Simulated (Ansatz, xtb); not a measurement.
# Isomers of ClNSiSn in order of energy

4 gas-phase structures of ClNSiSn, found in a search over its isomers (lower ones may exist). Each was relaxed with GFN2-xTB:

A. a singlet given by its coordinates
B. `N#[Si][Sn][Cl]`, a triplet
C. a singlet given by its coordinates
D. `N#[Si][Sn][Cl]`, a singlet

C (Å):

```yaml
atoms:
  - { symbol: Cl, position_ang: [-1.7552, -1.8766, -0.3678] }
  - { symbol: N, position_ang: [0.6098, 0.5512, -0.1275] }
  - { symbol: Si, position_ang: [0.6526, 1.6726, 1.0220] }
  - { symbol: Sn, position_ang: [0.2405, -0.9808, -1.3922] }
```

Close contacts (Å): Cl1–Sn4 2.42, N2–Si3 1.61, N2–Sn4 2.02.

A (Å):

```xyz
4

Cl   -2.3527    2.0177    0.6089
N    -2.7202   -0.8742    0.9939
Si   -2.7476    0.5044    1.9784
Sn   -2.7525   -2.5988    0.3263
```

Close contacts (Å): Cl1–Si3 2.08, N2–Si3 1.69, N2–Sn4 1.85.

Problem. Make a reasoned guess at their ranking by r2SCAN-D4/def2-SVP single-point energy.

Solution. Calculated order at r2SCAN-D4/def2-SVP: C (0.000), A (0.594), D (2.588), B (3.817) eV.

Energies above the lowest of each column, in eV; the last columns are at B3LYP-D3(BJ)/def2-SVP geometries and were run for some of them only (a dash: not run or not comparable):

```json
{"structure": "C", "GFN2-xTB": "0.000", "HF/STO-3G": "0.000", "r2SCAN-D4/def2-SVP": "0.000", "B3LYP-D3(BJ)/def2-SVP": "0.000", "CCSD(T)/def2-TZVPP": "0.000"}
{"structure": "A", "GFN2-xTB": "1.040", "HF/STO-3G": "0.774", "r2SCAN-D4/def2-SVP": "0.594", "B3LYP-D3(BJ)/def2-SVP": "0.603", "CCSD(T)/def2-TZVPP": "0.523"}
{"structure": "D", "GFN2-xTB": "0.905", "HF/STO-3G": "3.752", "r2SCAN-D4/def2-SVP": "2.588", "B3LYP-D3(BJ)/def2-SVP": "–", "CCSD(T)/def2-TZVPP": "–"}
{"structure": "B", "GFN2-xTB": "–", "HF/STO-3G": "2.690", "r2SCAN-D4/def2-SVP": "3.817", "B3LYP-D3(BJ)/def2-SVP": "–", "CCSD(T)/def2-TZVPP": "–"}
```

Every level run on C puts it lowest or level with the lowest. Frequencies (B3LYP-D3(BJ)/def2-SVP) were run for A, C alone. GFN2-xTB has no spin polarisation and isn't compared across spin states. Open shells are spin-unrestricted, some with notable spin contamination. Large T1 diagnostics make some coupled-cluster values less sure. Atoms past krypton carry core potentials in the def2 sets, without spin–orbit terms.

Programs: Ansatz 0.2.0, xtb 6.7.1.
